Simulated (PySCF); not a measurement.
`CC#[N+][Al@@H-]([CH3])[CH2][SiH3]`, C$_{4}$H$_{12}$AlNSi

Geometry:
```
atom   x (Å)   y (Å)   z (Å)
  C1   2.617  -1.944  -0.222
  C2   1.881  -0.725  -0.167
  N3   1.295   0.260  -0.137
 Al4  -0.116   1.401   0.721
  C5  -0.342   2.907  -0.565
  C6  -1.538  -0.013   0.973
 Si7  -1.940  -1.300  -0.347
  H8   1.931  -2.761  -0.446
  H9   3.379  -1.885  -0.999
 H10   3.090  -2.124   0.743
 H11   0.765   1.606   2.002
 H12   0.447   3.661  -0.463
 H13  -1.289   3.444  -0.429
 H14  -0.326   2.592  -1.615
 H15  -2.475   0.516   1.202
 H16  -1.288  -0.554   1.899
 H17  -2.321  -0.702  -1.629
 H18  -0.760  -2.160  -0.592
 H19  -3.021  -2.211   0.064
```

Theory: quadratic response B3LYP/def2-SVPD first hyperpolarisability, Taylor convention, gas phase (PySCF 2.14.0). Geometry: GFN2-xTB.

Q: Give the tensor of the second harmonic β(−2ω;ω,ω) at 800 nm in the axes of these coordinates.

A: In au, Taylor convention; rows are the first index (the induced dipole):
```tsv
	xx	yy	zz	xy	xz	yz
x	-454.6	-69.3	-50.1	+165.9	+111.5	-65.2
y	+146.2	+191.9	+88.2	-77.0	-69.8	+152.0
z	+101.2	+151.6	-3.6	-75.4	-60.1	+93.3
```
Norm of βᵢ = ⅓ Σⱼ (βᵢⱼⱼ + βⱼᵢⱼ + βⱼⱼᵢ): 777.8 au, hyper-Rayleigh value 305.2 au.
